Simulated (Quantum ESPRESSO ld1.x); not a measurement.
Problem. All-electron atom: Si II in [Ne] 3s2 3p0.5 4s0.5 (fractional occupations, a model configuration). Calculated with ld1.x of Quantum ESPRESSO 7.5: non-relativistic Kohn-Sham, LDA (Slater exchange, Perdew-Zunger correlation), spin-polarised, spherical densities, point nucleus; open shells are filled with parallel spins first. Some entries of the table are withheld. Estimate them.

orbital  occ.  eigenvalue (hartree)  <1/r> (bohr^-1)
1s up       1              -65.6488            13.53
1s down     1              -65.6462            13.53
2s up       1              -5.52644            2.560
2s down     1              -5.52332            2.560
2p up       3                   (1)            2.458
2p down     3                   (2)            2.458
3s up       1              -0.78061              (3)
3s down     1              -0.76023              (4)
3p up     0.5              -0.50420           0.5668
3p down     0              -0.48390           0.5667
4s up     0.5              -0.21311           0.2498
4s down     0              -0.19466           0.2449

Solution. 
(1) 2p up eigenvalue (hartree): -3.96783
(2) 2p down eigenvalue (hartree): -3.96404
(3) 3s up <1/r> (bohr^-1): 0.6766
(4) 3s down <1/r> (bohr^-1): 0.6770
